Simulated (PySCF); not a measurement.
# Worked example: chemical shift, span and skew from a shielding tensor

Al(H)(OH)(nPr) (C3H9AlO), SMILES CC[CH2][AlH][OH]. Atoms are numbered in the order given.

```xyz
14

Al    -0.4496     1.1989     0.5802
H     -2.0127     1.2915     0.8538
O      0.5458     2.5199     1.0184
H      0.2458     3.3384     1.4241
C      0.4389    -0.3408    -0.2379
C     -0.4540    -1.5462    -0.5751
C      0.3042    -2.7088    -1.2178
H      1.2617    -0.6528     0.4346
H      0.9536     0.0163    -1.1517
H     -0.9590    -1.9060     0.3401
H     -1.2709    -1.2304    -1.2494
H      0.7854    -2.3940    -2.1590
H     -0.3620    -3.5567    -1.4475
H      1.1010    -3.0777    -0.5503
```
Charge 0, spin multiplicity 1.

The structure is a stationary point at B3LYP-D3(BJ)/def2-SVP. One conformer was computed; it need not be the lowest.

GIAO shieldings from KT2/pcSseg-1 in PySCF, non-relativistic, no solvent. The symmetric part of the tensor of C6 has the principal values 154.2, 160.1, 167.0 ppm. The same nucleus in TMS has σ = 185.1 ppm at this level (PySCF, at its B3LYP-D3(BJ)/def2-TZVP geometry).

**Question.** Work out the isotropic shielding, the ¹³C shift against TMS, the span and the skew.

**Answer.** 
σ(iso) = (σ11 + σ22 + σ33)/3 = 160.4 ppm. δ = σ(ref) − σ(iso) = 185.1 − (160.4) = 24.7 ppm.
Span Ω = σ33 − σ11 = 12.8 ppm. Skew κ = 3(σ(iso) − σ22)/Ω = 0.08. Tumbling in solution averages the tensor to δ; in a static solid the shielding alone would spread this spin-1/2 line over Ω.
